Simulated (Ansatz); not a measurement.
Frontier orbitals of CH3AlFIO.

```xyz
8

O    -0.666    1.160   -1.146
C    -0.658    0.344   -0.163
F    -1.598    0.621    0.700
Al    0.777   -1.124    0.194
I     1.902    0.764    1.535
H    -1.312    1.881   -1.027
H     1.478   -1.427   -1.193
H     0.077   -2.218    1.100
```

Total charge 0; spin multiplicity 1. Correlated methods include outer-core shells of I, which these sets cover unevenly. I: def2 effective core potential. The bonds changed during the relaxation, so this is another structure than the one it started from. Geometry: relaxed with PBE0-D4/def2-TZVP. It is one conformer, not always the lowest. Basis def2-TZVPP, Ansatz 0.2.0.

```tsv
functional	HOMO (eV)	LUMO (eV)	gap (eV)
PBE	-6.03	-3.76	2.27
PBE0	-7.11	-2.84	4.27
HSE06 (plane-wave form)	-6.72	-3.22	3.50
ωB97M-V	-9.15	-0.66	8.49
HF	-9.51	1.21	10.72
```

Against PBE, PBE0 changes HOMO and LUMO by −1.08 and +0.92 eV, ωB97M-V by −3.12 and +3.10 eV. A gap of 2.27 eV thus becomes 8.50 eV for the same molecule, so an orbital gap means little without its functional.
